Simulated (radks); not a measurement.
Valence configurations of the bismuth ion Bi2+. Method: scalar-relativistic Kohn-Sham, SCAN, spin-unpolarised, spherical densities, finite nucleus; meta-GGA in the generalised Kohn-Sham scheme; Fermi nuclear charge, rms radius 5.5211 fm; computed with a radial shooting solver on a logarithmic mesh with Libxc functionals. Energies are relative to [Hg] 6p1; eigenvalues in eV.

[
 {"valence": "[Hg] 6p1", "E (eV)": "0.000", "e(4f)": "-171.89", "e(5d)": "-45.173", "e(6p)": "-19.375", "e(6s)": "-31.258"},
 {"valence": "[Xe] 4f14 5d10 6s1 6p2", "E (eV)": "12.069", "e(4f)": "-173.68", "e(5d)": "-46.855", "e(6p)": "-20.285", "e(6s)": "-32.430"},
 {"valence": "[Xe] 4f14 5d9 6s2 6p2", "E (eV)": "27.406", "e(4f)": "-178.68", "e(5d)": "-50.092", "e(6p)": "-21.015", "e(6s)": "-33.610"},
 {"valence": "[Xe] 4f13 5d10 6s2 6p2", "E (eV)": "161.93", "e(4f)": "-192.70", "e(5d)": "-52.218", "e(6p)": "-21.202", "e(6s)": "-33.903"},
 {"valence": "[Xe] 4f14 5d10 6s1.5 6p1.5", "E (eV)": "6.004", "e(4f)": "-172.78", "e(5d)": "-46.016", "e(6p)": "-19.856", "e(6s)": "-31.950"},
 {"valence": "[Xe] 4f14 5d8 6s2 6p3", "E (eV)": "58.100", "e(4f)": "-185.46", "e(5d)": "-54.898", "e(6p)": "-22.617", "e(6s)": "-36.106"},
 {"valence": "[Xe] 4f14 5d10 6p3", "E (eV)": "24.218", "e(4f)": "-175.44", "e(5d)": "-48.489", "e(6p)": "-21.043", "e(6s)": "-"},
 {"valence": "[Xe] 4f14 5d8 6p5", "E (eV)": "85.563", "e(4f)": "-188.79", "e(5d)": "-57.925", "e(6p)": "-24.062", "e(6s)": "-"},
 {"valence": "[Xe] 4f14 5d9.5 6s2 6p1.5", "E (eV)": "13.291", "e(4f)": "-175.28", "e(5d)": "-47.641", "e(6p)": "-20.234", "e(6s)": "-32.452"},
 {"valence": "[Xe] 4f13.5 5d10 6s2 6p1.5", "E (eV)": "78.588", "e(4f)": "-182.21", "e(5d)": "-48.669", "e(6p)": "-20.323", "e(6s)": "-32.599"}
]

NIST lists [Hg] 6p1 as the ground configuration; this level of theory agrees among the configurations tried. The energies are those of spherical spin-averaged densities, not of single terms.
